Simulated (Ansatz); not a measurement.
Two isomers of C2H6ClFGe: A = `C[C](F)(Cl)[GeH3]`, B = `[CH3][Ge]([CH3])([F])[Cl]`.

Calculated with Ansatz (gas phase, PBE0-D4/def2-TZVP geometries, no zero-point term in ΔE). CCSD(T)/CBS is the MP2 limit (def2-TZVPP, def2-QZVPP) plus CCSD(T) − MP2 in def2-TZVPP, frozen cores. DFT in def2-TZVPP. B3LYP here is the variant with VWN-RPA as its local correlation; programs differ in this. For Ge outer-core shells are correlated without core-valence functions, which leaves a few kJ/mol of doubt a bond. Scalar relativity is left out up to krypton.

Question: Which isomer does CCSD(T)/CBS put lower? Give the gap. (An estimate is asked.)

Answer: Computed: B, by 344.5 kJ/mol.

Question: Give E(B) − E(A) in kJ/mol with PBE-D4, B3LYP, B3LYP-D4, B2PLYP, CCSD/def2-TZVPP, CCSD(T)/def2-TZVPP, HF/def2-TZVPP. (Best estimate.)

Answer: Computed: PBE-D4 -324.0, B3LYP -341.1, B3LYP-D4 -338.4, B2PLYP -349.3, CCSD/def2-TZVPP -351.1, CCSD(T)/def2-TZVPP -346.8, HF/def2-TZVPP -365.0. None reverses the order clearly.

Largest T1 diagnostic: 0.011.

In def2-TZVPP, CCSD(T) changes the Hartree–Fock value by +18.2 kJ/mol (the triples alone add +4.3 kJ/mol) and MP2 by +3.2 kJ/mol. From PBE to PBE0 (25 % exact exchange), in def2-TZVPP and without D4, E(B) − E(A) moves by −12.1 kJ/mol.
